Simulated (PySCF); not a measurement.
Species: C6H14BP.
Geometry (PBE0-D3(BJ)/def2-SVP, Å), atoms numbered from 1 in this order:
```xyz
22
C6H14BP angstrom
B     -2.8724    0.1431    0.0475
P     -1.2170   -0.7592   -0.2435
C     -0.2822   -0.4530   -1.7898
C      1.1979   -0.5084   -1.4042
C      1.3326   -0.2370    0.0764
C      2.6921    0.0878    0.5987
C      0.2059   -0.3523    0.8104
C      0.0222   -0.1804    2.2802
H     -3.2142   -0.1909    1.1748
H     -2.5850    1.3287   -0.0568
H     -3.6214   -0.2730   -0.8258
H     -1.3089   -2.1786   -0.1569
H     -0.5717    0.5612   -2.1074
H     -0.5660   -1.1463   -2.5934
H      1.7942    0.2101   -1.9916
H      1.6293   -1.5033   -1.6227
H      3.4064   -0.7093    0.3320
H      2.7123    0.2135    1.6885
H      3.0719    1.0149    0.1373
H     -0.3087   -1.1211    2.7513
H     -0.7621    0.5651    2.4866
H      0.9460    0.1415    2.7803
```

Computed with PySCF at PBE0/pcSseg-1, non-relativistic, on one gas-phase PBE0-D3(BJ)/def2-SVP geometry that isn't relaxed in the solvent. The solvent is an IEF-PCM continuum (van der Waals radii × 1.2). Specific hydrogen bonds and non-electrostatic terms are outside this model.

Gas phase at PBE0/pcSseg-1: HOMO -7.26 eV, LUMO -0.42 eV, dipole 5.79 D.

Task: What does the continuum do to the energy, the frontier levels and the dipole at PBE0/pcSseg-1 in chloroform and methanol?

Result: 
```
   solvent      ε  E(solvent) − E(gas) (kcal/mol)  polarisation term (kcal/mol)  distortion of the solute (kcal/mol)  HOMO (eV)  LUMO (eV)  dipole (D)
chloroform  4.711                           -5.47                         -6.40                                 0.93      -7.06      -0.17        7.14
  methanol  32.61                           -7.47                         -9.24                                 1.77      -7.01      -0.10        7.64
```

The first energy column is the sum of the next two and covers electrostatics alone. From chloroform to methanol the lowering changes by a factor 1.36, Onsager's factor (ε − 1)/(2ε + 1) by 1.34 and ε itself by 6.9.

Task: Which radius a makes the point-dipole formula ΔE = −[(ε − 1)/(2ε + 1)]·μ²/a³ give the value in methanol, with the gas-phase dipole?

Result: μ = 2.280 au and |ΔE| = 0.01190 Eh give a = 3.14 Å; the farthest nucleus lies 3.81 Å from the centroid of the nuclei, so such a sphere wouldn't even hold the nuclei. The formula assumes a rigid point dipole at the centre of a sphere.

Task: Give the dipole vector in the frame of the coordinates (D, pointing from negative to positive charge), gas and methanol.

Result: Gas (5.53, -1.59, -0.71), solvent (7.20, -2.29, -1.16). Its length changes by +32 % and its direction by 2°.

Task: Which Hirshfeld charges (PBE0/pcSseg-1) respond most in chloroform (means over atoms taken as equivalent)?

Result: 
| atoms | environment | gas (e) | solvent (e) | change |
| --- | --- | --- | --- | --- |
| B1 | four-coordinate boron | -0.164 | -0.178 | -0.014 |
| H9/H10/H11 | B–H hydrogen | -0.086 | -0.098 | -0.012 |
| H12 | P–H hydrogen | +0.002 | +0.012 | +0.010 |
| H16 | methylene hydrogen | +0.044 | +0.050 | +0.006 |
| H15 | methylene hydrogen | +0.047 | +0.052 | +0.005 |
| H14 | methylene hydrogen | +0.054 | +0.059 | +0.005 |
| P2 | phosphorus bonded to B, 2 C and H | +0.337 | +0.342 | +0.005 |
| C7 | fully substituted alkene carbon | -0.046 | -0.050 | -0.004 |
| C5 | fully substituted alkene carbon | +0.018 | +0.022 | +0.004 |
| C3 | sp3 carbon bound to phosphorus | -0.097 | -0.093 | +0.004 |
| H17/H18/H19 | methyl hydrogen | +0.050 | +0.053 | +0.003 |
| C4 | allylic carbon | -0.066 | -0.062 | +0.004 |

Hardware: one thread, Arm Neoverse N1 (aarch64), shared host with 64 logical CPUs at a one-minute load of 54. Cost: 66 s, 1.1 GiB resident at most. This is the whole shielding run at PBE0/pcSseg-1 in methanol, SCF included.
